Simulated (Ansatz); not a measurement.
The inner images of a band of AlH6NO2 (10 atoms, charge 0, multiplicity 1) are given out of order.

Method: Ansatz 0.2.0, RKS B3LYP/6-31G*.

Initial state:

```xyz
10
Properties=species:S:1:pos:R:3
Al -0.060 0.117 0.328
N 0.036 -0.003 2.170
H -0.713 -0.476 2.668
H 0.912 -0.251 2.620
H 1.245 -0.148 -0.542
O -1.653 -0.131 -0.325
H -1.794 -0.759 -1.042
O -0.306 2.093 0.612
H -1.222 2.295 0.349
H -0.312 1.894 1.590
```

Final state:

```xyz
10
Properties=species:S:1:pos:R:3
Al -0.268 0.516 0.158
N -0.022 0.182 2.160
H -0.776 -0.424 2.482
H 0.869 -0.234 2.427
H 1.084 0.024 -0.552
O -1.676 -0.479 -0.107
H -1.667 -1.058 -0.879
O -0.506 2.223 0.428
H -0.790 2.788 -0.301
H -0.114 1.092 2.612
```

Task: Put them in order from the first end to the last, with their energies above the first end.
A.
```xyz
10
Properties=species:S:1:pos:R:3
Al -0.146 0.348 0.104
N -0.027 0.184 2.146
H -0.791 -0.271 2.642
H 0.856 -0.032 2.605
H 1.198 -0.198 -0.555
O -1.687 -0.329 -0.321
H -1.751 -0.859 -1.123
O -0.239 2.089 0.468
H -1.114 2.485 0.358
H -0.167 1.213 2.105
```
B.
```xyz
10
Properties=species:S:1:pos:R:3
Al -0.164 0.405 0.104
N -0.025 0.185 2.153
H -0.784 -0.324 2.605
H 0.863 -0.105 2.559
H 1.186 -0.176 -0.519
O -1.680 -0.361 -0.270
H -1.745 -0.875 -1.083
O -0.257 2.142 0.376
H -1.113 2.550 0.194
H -0.149 1.190 2.310
```
C.
```xyz
10
Properties=species:S:1:pos:R:3
Al -0.109 0.163 0.222
N -0.014 0.141 2.136
H -0.761 -0.312 2.655
H 0.865 -0.044 2.611
H 1.206 -0.180 -0.596
O -1.685 -0.291 -0.338
H -1.760 -0.842 -1.125
O -0.253 2.040 0.677
H -1.121 2.439 0.499
H -0.235 1.516 1.687
```
D.
```xyz
10
Properties=species:S:1:pos:R:3
Al -0.090 0.114 0.287
N 0.006 0.056 2.152
H -0.736 -0.409 2.667
H 0.887 -0.140 2.619
H 1.211 -0.160 -0.581
O -1.675 -0.251 -0.322
H -1.761 -0.795 -1.114
O -0.277 2.075 0.651
H -1.172 2.399 0.453
H -0.262 1.741 1.617
```
E.
```xyz
10
Properties=species:S:1:pos:R:3
Al -0.126 0.252 0.159
N -0.025 0.203 2.139
H -0.777 -0.264 2.647
H 0.855 -0.007 2.608
H 1.206 -0.201 -0.580
O -1.689 -0.307 -0.332
H -1.760 -0.851 -1.125
O -0.245 2.045 0.588
H -1.113 2.450 0.455
H -0.193 1.310 1.869
```
F.
```xyz
10
Properties=species:S:1:pos:R:3
Al -0.226 0.496 0.145
N -0.012 0.180 2.162
H -0.774 -0.403 2.509
H 0.874 -0.226 2.459
H 1.127 -0.071 -0.500
O -1.688 -0.398 -0.178
H -1.681 -0.993 -0.938
O -0.399 2.216 0.391
H -0.984 2.715 -0.189
H -0.104 1.113 2.567
```
G.
```xyz
10
Properties=species:S:1:pos:R:3
Al -0.189 0.455 0.125
N -0.016 0.183 2.160
H -0.773 -0.377 2.553
H 0.873 -0.175 2.506
H 1.163 -0.136 -0.492
O -1.682 -0.375 -0.216
H -1.722 -0.912 -1.016
O -0.307 2.188 0.344
H -1.089 2.629 -0.004
H -0.127 1.151 2.468
```

Result: D (+0.014 eV), C (+0.071 eV), E (-0.292 eV), A (-0.700 eV), B (-0.827 eV), G (-0.885 eV), F (-0.910 eV).

The run took 5.8 min on 1 thread of Arm Neoverse V1 (shared host), peak memory 0.14 GiB.
